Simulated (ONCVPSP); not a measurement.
**Rb (Z = 37): excitation energies, all-electron against ONCV**

| Property | Result |
| --- | --- |
| Element | Rb (Z = 37) |
| Generator | ONCVPSP 4.0.1 |
| Type | optimised norm-conserving Vanderbilt (ONCV) |
| Functional | PBE |
| Relativity | scalar-relativistic |
| Frozen core | [Ar] 3d10 |
| Valence charge | 9 |
| Reference configuration | 4s2 4p6 (charge +1) |
| Partial waves | 4s: rc 1.45 bohr, ncon 3, nbas 8, qcut 5.3 1/bohr, 2 projectors, debl 0.7 Ha; 4p: rc 1.80 bohr, ncon 5, nbas 8, qcut 5.2 1/bohr, 3 projectors, debl 1.7 Ha; d scattering state at 0.06 Ha: rc 1.50 bohr, ncon 4, nbas 8, qcut 6.6 1/bohr, 1 projector; f scattering state at 0.35 Ha: rc 1.70 bohr, ncon 3, nbas 8, qcut 5.9 1/bohr, 2 projectors, debl 3.6 Ha |
| Local potential | polynomial inside 1.20 bohr (lpopt 4, dvloc0 1 Ha) |
| Core correction | Teter function, fcfact 3.5, rcfact 1.65 |

In the s channel the program set the typed energies aside and used -1.383, 0.250 Ha.

Energies are relative to the spin-unpolarised reference configuration 4s2 4p6; without spin polarisation the order of configurations can differ from experiment.

| valence configuration | charge | ΔE all-electron (eV) | error AE − PS (meV) |
| --- | --- | --- | --- |
| 4s2 4p6 5s1 | 0 | -4.154 | -0.1 |
| 4s2 4p6 5p1 | 0 | -2.634 | +0.1 |

(1) What are ΔE and the potential's error for 4s2 4p6 5s0.5?

(2) What are ΔE and the potential's error for 4s2 4p6 4d1?

Answers

(1) ΔE = -2.575 eV all-electron; the error (AE − PS) is 0.0 meV.

(2) ΔE = -1.913 eV all-electron; the error (AE − PS) is +0.1 meV.
